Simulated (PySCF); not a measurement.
Problem. Write Cartesian coordinates for `O=C(C1=CC=CC=C1)C1CC1` as optimised with PBE0-D3(BJ)/def2-SVP.

Solution. 
```xyz
21
C10H10O angstrom
O     -1.284   -0.557   -1.621
C     -0.843   -0.148   -0.564
C      0.630   -0.180   -0.303
C      1.227    0.313    0.864
C      2.609    0.251    1.030
C      3.408   -0.305    0.033
C      2.822   -0.799   -1.134
C      1.444   -0.735   -1.300
C     -1.766    0.378    0.480
C     -3.125   -0.284    0.572
C     -3.017    1.072   -0.015
H      0.618    0.755    1.655
H      3.064    0.640    1.944
H      4.492   -0.354    0.165
H      3.446   -1.235   -1.917
H      0.957   -1.110   -2.203
H     -1.335    0.743    1.411
H     -3.289   -1.116   -0.118
H     -3.553   -0.401    1.570
H     -3.368    1.934    0.556
H     -3.103    1.152   -1.102
```

Orientation and origin are arbitrary. Atoms count from 1 in this order. The 6-membered ring C3–C4–C5–C6–C7–C8 has internal angles of 119.0° to 120.6° (sum 720°, against 720° for a flat polygon); it is planar, 0.00 Å rms from its mean plane, widest ring torsion 0°. Of the pairs four or more bonds apart, H12···H17 is among the closest relative to their van der Waals radii: 1.97 Å, 82 % of the sum of Bondi's values. The C–C distances run from 1.389 Å (C7–C8, aromatic) to 1.514 Å (C9–C10, drawn single), a spread of 0.125 Å. The 3-membered ring C9–C10–C11 has internal angles of 58.6° to 60.7°.

Bonds between heavy atoms (Å): O1=C2 1.217, C2–C3 1.496, C3–C4 1.400, C4–C5 1.393, C5–C6 1.394, C6–C7 1.396, C7–C8 1.389, C2–C9 1.489, C9–C10 1.514, C10–C11 1.481, C3–C8 1.402, C9–C11 1.513.

Level of theory: PBE0-D3(BJ)/def2-SVP geometry optimisation, gas phase (PySCF).

Point group: near Cs, missed by 0.11 Å at most; the miss may be what the optimiser left on a soft mode. Stationary, but not proved a minimum. One conformer, not necessarily the lowest (O1–C2–C3–C4 178°, O1–C2–C9–C10 34°).
